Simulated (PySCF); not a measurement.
A structure optimised at B3LYP-D3(BJ)/def2-SVP, used in a PySCF frequency run:

```
Si
N 1 1.7268
H 2 1.0164 1 119.30
H 2 1.0175 3 110.18 1 -143.42
C 1 1.8724 2 108.78 3 174.54
H 5 1.1006 1 110.63 2 178.99
H 5 1.1014 6 108.90 1 -121.75
H 5 1.1026 6 107.72 7 -117.59
Cl 1 2.1205 2 113.24 3 -67.39
Si 1 2.3416 2 108.59 3 48.28
H 10 1.4921 1 110.11 2 -174.00
H 10 1.4939 11 108.76 1 -119.96
H 10 1.4945 11 108.69 12 -117.91
```

Task: Write its SMILES and formula.

Result: C[Si@@](N)([SiH3])Cl, CH₈ClNSi₂

Task: What are its rotational constants (standard atomic weights)?

Result: 2.3610, 1.7235, 1.4222 GHz
